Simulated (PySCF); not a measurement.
SiFCl2Br, SMILES F[Si](Cl)(Cl)Br.

Geometry: ωB97X-D3(BJ)/def2-SVP.

Calculation: PBE/def2-TZVP (PySCF).

The molecule is in vacuum.

```json
{
  "total_energy": "-3883.19598 hartree",
  "point_group": "Cs",
  "highest_occupied_level": "-7.84 eV",
  "lowest_empty_level": "-1.72 eV",
  "orbital_gap": "6.11 eV",
  "dipole_moment": "0.69 D",
  "quadrupole, principal values (traceless, Buckingham form, about the centre of nuclear charge)": "-3.10, 0.95, 2.15 D·Å",
  "mean_static_polarisability": "65.0 bohr³ (9.64 Å³)",
  "polarisability_principal_values": "52.2, 68.2, 74.8 bohr³"
}
```
